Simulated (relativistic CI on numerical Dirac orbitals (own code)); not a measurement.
## V²⁺: resonant inelastic scattering at the M2,3 edge

Computed with this model: Dirac-Coulomb-Breit CI, KLI orbitals optimised for each configuration, model QED, Kramers-Heisenberg scattering through one core-hole configuration in a parametric crystal field, unscaled Slater integrals; configurations [Ar] 3d3 → [Ne] 3s2 3p5 3d4; 300 K; core-hole width 0.8 eV; summed over polarisations. Incident energies are the highest absorption maxima for each field (at most a few, so the weaker spin-orbit partner edge can be absent), on the computed scale of the free ion. Intensities are in per cent of the strongest line above 0.02 eV; levels within 1 cm⁻¹ are merged; final levels count from the ground level, the first row holds all elastic scattering, lines under 0.4 are left out and each table stops after 24 rows. The scale of the Slater integrals is a model choice and moves the terms in proportion.

Field parameters in Wybourne normalisation: D4h B²₀ = −7Ds, B⁴₀ = 21(Dq − Dt), B⁴₄ = 21√(5/14) Dq; Oh B⁴₀ = 21Dq, B⁴₄ = √(5/14) B⁴₀. The field is a parameter set, without covalency.

S is read from ⟨S²⟩ = S(S + 1).

Oh, 10Dq = 23900 cm⁻¹:

| Final level (eV) | Degeneracy | Irrep | S | 46.5 eV | 52 eV | 58.7 eV |
| --- | --- | --- | --- | --- | --- | --- |
| 0.000 | 4 | Γ8 | 1.50 | 88.3 | 44.7 | 44.4 |
| 2.956 | 2 | Γ7 | 1.50 | 8.1 | 7.8 | 22.9 |
| 2.960 | 4 | Γ8 | 1.50 | 15.1 | 15.6 | 45.1 |
| 2.969 | 6 | Γ6+Γ8 | 1.50 | 19.6 | 24.3 | 63.2 |
| 4.153 | 6 | Γ7+Γ8 | 1.50 | 2.2 | 30.2 | 100.0 |
| 4.156 | 4 | Γ8 | 1.50 | 1.2 | 16.0 | 53.4 |
| 4.157 | 2 | Γ6 | 1.50 | 0.5 | 6.9 | 25.2 |
| 6.523 | 2 | Γ7 | 1.50 | 0.6 | 1.9 | 3.5 |
| 6.524 | 4 | Γ8 | 1.50 | 1.2 | 3.5 | 5.3 |
| 6.528 | 4 | Γ8 | 1.50 | 1.3 | 3.4 | 8.3 |
| 6.529 | 2 | Γ6 | 1.50 | 0.6 | 1.7 | 5.3 |

D4h, 10Dq = 24700, Ds = 1380, Dt = 750 cm⁻¹:

```tsv
Final level (eV)	Degeneracy	Irrep	S	46 eV	53.2 eV	58.3 eV
0.000	4	Γ6+Γ7	1.50	205.2	103.5	135.3
2.112	2	Γ7	1.48	18.3	8.7	41.0
2.117	2	Γ6	1.31	13.3	5.4	34.9
2.120	2	Γ7	1.50	17.7	8.3	42.8
2.128	2	Γ6	1.48	16.1	5.3	42.8
2.173	2	Γ6	0.82	3.6	2.1	11.6
2.191	2	Γ7	0.54	0.5	0.6	1.1
2.284	2	Γ7	0.50	0.1	0.4	0.0
3.062	2	Γ6	1.50	14.0	25.3	74.0
3.063	2	Γ7	1.50	14.0	25.2	72.4
3.121	2	Γ7	1.49	1.8	10.8	54.6
3.122	2	Γ6	1.50	1.9	10.6	52.6
3.253	2	Γ6	0.51	0.2	0.1	0.6
3.259	2	Γ7	0.52	0.2	0.2	0.7
4.015	2	Γ6	1.44	1.4	11.2	95.6
4.019	2	Γ6	1.50	1.6	12.3	95.7
4.020	2	Γ7	1.50	1.6	12.9	99.3
4.021	2	Γ7	1.50	1.7	10.3	100.0
4.052	2	Γ6	0.61	0.1	1.0	8.3
5.533	2	Γ6	0.53	0.1	1.2	0.1
5.652	2	Γ7	1.50	2.1	65.5	27.7
5.653	2	Γ6	1.50	2.2	61.2	28.1
5.743	2	Γ6	1.50	1.1	43.9	6.0
5.743	2	Γ7	1.50	1.1	37.5	8.9
```

For the first field the strongest loss at the lowest incident energy is the level at 2.97 eV (S = 1.50, against 1.50 in the thermal ground state).
